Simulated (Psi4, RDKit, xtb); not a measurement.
Torsional profile of SMILES c1ccc(cc1C(O)=O)C. Scanned: dihedral O8–C7–O9–H17; all other coordinates were relaxed at GFN2-xTB. Points at φ and −φ are mirror images. Heavy atoms are numbered in the order of the SMILES Cc1cccc(C(=O)O)c1, hydrogens after them in the order of the atoms that carry them; the mirror image has the same energies with the sign of each dihedral reversed.

Methods: GFN1-xTB // GFN2-xTB (xtb); B3LYP/def2-SVP // GFN2-xTB (Psi4); MMFF94 // GFN2-xTB (RDKit).

Energies in kcal/mol, each method relative to its own lowest point.

```
φ / °  GFN1-xTB  B3LYP/def2-SVP  MMFF94
-----  --------  --------------  ------
-160        8.6             7.0    10.9
-140       10.1             8.7    12.1
-120       11.8            11.1    14.0
-100       12.5            12.7    15.2
-80        11.2            11.9    13.9
-60         8.1             8.8    10.1
-40         4.3             4.7     5.3
-20         1.2             1.3     1.5
0           0.0             0.0     0.0
20          1.2             1.3     1.5
40          4.3             4.7     5.3
60          8.1             8.8    10.1
80         11.2            11.9    13.9
100        12.5            12.7    15.2
120        11.8            11.1    14.0
140        10.1             8.7    12.1
160         8.6             7.0    10.9
180         8.1             6.9    11.3
```
